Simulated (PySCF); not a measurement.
A PySCF script (with the pyscf-properties extension) for the NMR shieldings of `C=CBCO[BH-]1OCCO1`, [C₅H₁₁B₂O₃]-, on a GFN2-xTB geometry:

```python
import basis_set_exchange as bse
import numpy as np
from pyscf import gto, dft
from pyscf.prop import nmr

atoms = """
C     4.040627    0.369508   -0.086429
C     3.276410   -0.503085    0.565778
B     1.722606   -0.551240    0.591958
C     0.941993   -0.419662   -0.776620
O    -0.442501   -0.336405   -0.770995
B    -1.067583    0.692827    0.128115
O    -1.621799    0.065517    1.374595
C    -2.878954   -0.403415    1.049398
C    -3.361157    0.440018   -0.162186
O    -2.290054    1.222274   -0.552005
H     5.122963    0.345996   -0.060568
H     3.605994    1.170072   -0.663583
H     3.799131   -1.262126    1.147756
H     1.160575   -0.733912    1.599978
H     1.206538   -1.239159   -1.471908
H     1.365714    0.491242   -1.258874
H    -0.278786    1.567983    0.405285
H    -3.552797   -0.295212    1.917427
H    -2.849081   -1.474227    0.771037
H    -3.697322   -0.220994   -0.983016
H    -4.211438    1.090941    0.116469
"""
names = dict.fromkeys(["C", "B", "O", "H"], "pcSseg-1")
basis = {el: gto.basis.parse(bse.get_basis(n, elements=[el], fmt="nwchem")) for el, n in names.items()}
mol = gto.M(atom=atoms, basis=basis, charge=-1, verbose=0)
mf = dft.RKS(mol, xc="PBE0")
mf.grids.level = 2
mf.grids.alignment = dft.numint.BLKSIZE   # the property module wants whole blocks of grid points
mf.conv_tol = 1e-9
mf.kernel()

calc = nmr.RKS(mf)   # GIAO
C = mf.mo_coeff
Co = C[:, mf.mo_occ > 0]
resp = mf.gen_response(singlet=True, hermi=2)
def vind(x):   # induced exchange potential for any number of trial vectors
    d = np.einsum("pi,xij,qj->xpq", C, 2 * x.reshape(-1, C.shape[1], Co.shape[1]), Co, optimize=True)
    return np.einsum("xpq,pi,qj->xij", resp(d - d.transpose(0, 2, 1)), C, Co, optimize=True).ravel()
mo1, _ = nmr.rhf.solve_mo1(calc, with_cphf=vind)
sigma = calc.kernel(mo1)
for i, s in enumerate(sigma):   # ppm
    print("%2d %-2s %9.2f" % (i, mol.atom_pure_symbol(i), np.trace(s) / 3))
```

Task: Give the expected output.

Result: 
```
 0 C      62.37
 1 C      30.31
 2 B      14.13
 3 C     106.17
 4 O     252.38
 5 B      92.70
 6 O     273.74
 7 C     118.62
 8 C     117.12
 9 O     276.11
10 H      26.35
11 H      26.26
12 H      24.67
13 H      23.42
14 H      27.28
15 H      27.20
16 H      28.67
17 H      27.87
18 H      27.53
19 H      27.68
20 H      27.87
```

These numbers come from an equivalent density-fitted implementation of the same equations, which agrees with the script to about 0.01 ppm for H and up to a few tenths of a ppm for heavy atoms, so last digits may differ.

Size and cost of the density-fitted run: 225 basis functions, 99 s wall time on 1 thread of an Intel Xeon, shared host; peak memory 1 GiB.
